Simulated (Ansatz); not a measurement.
CH$_{5}$AlBF, SMILES `C[BH][AlH][F]` at its PBE0-D4/def2-TZVP geometry, where that method's forces vanish. The species carries charge 0 and has multiplicity 1.

```xyz
9

C     0.6510    1.1332   -0.6359
B    -0.5541    0.3416   -0.0552
Al   -0.5039   -1.6681    0.6545
F    -0.0009   -1.9214    2.2164
H     1.0207    1.6680    0.2599
H     1.4971    0.5581   -1.0143
H     0.3833    1.9190   -1.3469
H    -1.5844    0.9564    0.0565
H    -0.9088   -2.9868   -0.1349
```

Problem. What forces (eV/Å) does B3LYP-D4/def2-TZVPP give on these atoms in Ansatz 0.2.0? (Estimate.)

Solution. Ansatz gave: 
```
C1   0.061  0.056  0.004
B2  -0.159 -0.001  0.030
Al3 -0.065 -0.039 -0.175
F4   0.042 -0.016  0.126
H5   0.009 -0.005 -0.037
H6  -0.037  0.032  0.006
H7   0.023 -0.038  0.017
H8   0.104 -0.064 -0.011
H9   0.022  0.076  0.041
```

B3LYP here is the variant with VWN-RPA as its local correlation; programs differ in this.
